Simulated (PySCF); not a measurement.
Bonds: Ge1-S2 2.221 Å, S2-C3 1.820 Å. Ge1 carries H7, H8, H9; C3 carries H4, H5, H6.

Geometry: PBE0-D3(BJ)/def2-SVP; GIAO shifts from PySCF 2.14, gas phase, non-relativistic, averaged over equivalent atoms.

At PBE/pcSseg-1 (pcSseg-2 on Ge) (134 basis functions, 12 s wall time on 1 thread of an Arm Neoverse V1, shared host):
| atoms | δ (ppm) |
| --- | --- |
| S2 | -176.6 |
| C3 | 17.8 |
| H7/H8/H9 | 4.79 |
| H4/H5/H6 | 2.06 |

Referencing at the same level of theory: 33S (σref 490.84) vs CS2; TMS for 13C (σref 180.03), 1H (σref 31.20).

Predict the values at PBE0/pcSseg-1 (pcSseg-2 on Ge) on the same geometry.

## Answers


```csv
atoms,δ at PBE0/pcSseg-1 (pcSseg-2 on Ge),change
S2,-210.9,-34.3
C3,16.4,-1.4
H7/H8/H9,4.64,-0.15
H4/H5/H6,2.00,-0.06
```

δ = σ(ref) − σ, references computed at the same level: 33S (σref 495.66) vs CS2; 13C (σref 184.41) and 1H (σref 31.27) against TMS.

The largest change is at S2 (sulfur bonded to C, Ge). Cost: 134 basis functions, 9.7 s wall time on 1 thread of an Arm Neoverse V1, shared host.

Relativistic effects, spin–orbit coupling among them, are left out; they matter for Ge and for the light atoms bonded to it.
